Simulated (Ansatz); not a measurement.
C3H10O2Si (`CCO[SiH2]OC`). Total charge 0; spin multiplicity 1.

Z-matrix (Å, degrees):
```
C
C 1 1.508
H 1 1.093 2 110.4
H 1 1.092 2 110.6 3 120.1
H 1 1.092 2 110.5 3 -120.0
O 2 1.417 1 109.5 3 179.0
H 2 1.098 1 110.3 3 -59.8
H 2 1.097 1 110.4 3 58.5
Si 6 1.636 2 123.7 1 161.0
O 9 1.637 6 113.7 2 67.0
H 9 1.483 6 110.5 2 -49.9
H 9 1.483 6 104.5 2 -172.6
C 10 1.409 9 123.4 6 66.1
H 13 1.097 10 111.7 9 45.9
H 13 1.095 10 111.2 9 -75.3
H 13 1.091 10 108.4 9 165.3
```

Task: List the harmonic frequencies (cm⁻¹, unscaled) at PBE0-D4/def2-TZVP in Ansatz. (Best estimate.)

Result: Ansatz gave: 24, 54, 79, 101, 165, 220, 267, 316, 419, 686, 739, 783, 802, 814, 928, 944, 986, 1124, 1150, 1155, 1181, 1183, 1218, 1316, 1392, 1422, 1474, 1482, 1490, 1493, 1499, 1514, 2239, 2243, 3008, 3017, 3047, 3055, 3080, 3121, 3134, 3139.

Task: Is this a minimum?

Result: Yes, all 42 modes are real.

Task: Give the ideal-gas thermochemistry at 298.15 K and 1 bar (rigid rotor, harmonic oscillator; point group C1, symmetry number 1).

Result: Zero-point energy 343.9 kJ/mol; H(298) − E = 370.4 kJ/mol; entropy 403.0 J/(mol·K), of which translation 167.0, rotation 116.3, vibration 119.7; G(298) − E = 250.2 kJ/mol. Modes under 100 cm⁻¹ are hindered rotations or soft bends, so the harmonic entropy is rough.
